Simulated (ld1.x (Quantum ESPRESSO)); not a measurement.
## Which change was made? (Sn, TM)

```
Element                 : tin (Sn)
Generator               : ld1.x (Quantum ESPRESSO) 7.5
Type                    : norm-conserving Troullier–Martins (Kleinman–Bylander form)
Functional              : LDA (PZ)
Relativity              : scalar-relativistic
Frozen core             : [Kr] 4d10
Valence charge          : 4
Reference configuration : 5s2 5p2
Partial waves           : 5p (bound): rc 1.95 bohr; 5s (bound): rc 1.95 bohr
Local potential         : the s channel
Core correction         : Bessel-smoothed model core, default radius (core density twice the valence density)
```

Cutoffs, loose and tight: the cutoffs (Ry, on a coarse ladder) from which the occupation-weighted sum of valence levels, in a spherical-Bessel basis at the reference potential, stays within 10 and 1 mRy of its value at 400 Ry. They do not see the model core or the augmentation charge, which bear on the density cutoff. Test errors are all-electron minus pseudo excitation energies from the reference, over the configurations 5s2 5p1; 5s2 5p0; 5s1 5p0; 5s2 5p1.5; 5s2 5p2.3; 5s1 5p3; 5s0 5p4 (two spin-polarised tests are not counted in the largest error); variants that change the core or the reference have their own tests.

The base gives: outcome: generated; cutoff, loose: 25 Ry; cutoff, tight: 45 Ry; bound ghosts: none; largest test error (meV): -340.

Task: After one change the result is: outcome: generated; cutoff, loose: 25 Ry; cutoff, tight: 45 Ry; bound ghosts: s; largest test error (meV): -402. Which change was it?
A. wave 5p (bound): rc 1.95 bohr becomes 5p (bound): rc 2.72 bohr
B. local potential the p channel
C. all radii but the core radius scaled by about 1.42 (s 2.76, p 2.76 bohr)
D. wave 5s (bound): rc 1.95 bohr becomes 5s (bound): rc 2.98 bohr
E. all radii but the core radius scaled by about 0.84 (s 1.64, p 1.64 bohr)

Result: B. The others give: all radii but the core radius scaled by about 1.42 (s 2.76, p 2.76 bohr) → outcome: generated; cutoff, loose: 10 Ry; cutoff, tight: 21 Ry; bound ghosts: none; largest test error (meV): -339 | all radii but the core radius scaled by about 0.84 (s 1.64, p 1.64 bohr) → outcome: generated; cutoff, loose: 70 Ry; cutoff, tight: 110 Ry; bound ghosts: p; largest test error (meV): -356 | wave 5s (bound): rc 1.95 bohr becomes 5s (bound): rc 2.98 bohr → outcome: generated; cutoff, loose: 18 Ry; cutoff, tight: 30 Ry; bound ghosts: none; largest test error (meV): -335 | wave 5p (bound): rc 1.95 bohr becomes 5p (bound): rc 2.72 bohr → outcome: generated; cutoff, loose: 21 Ry; cutoff, tight: 30 Ry; bound ghosts: none; largest test error (meV): -345.
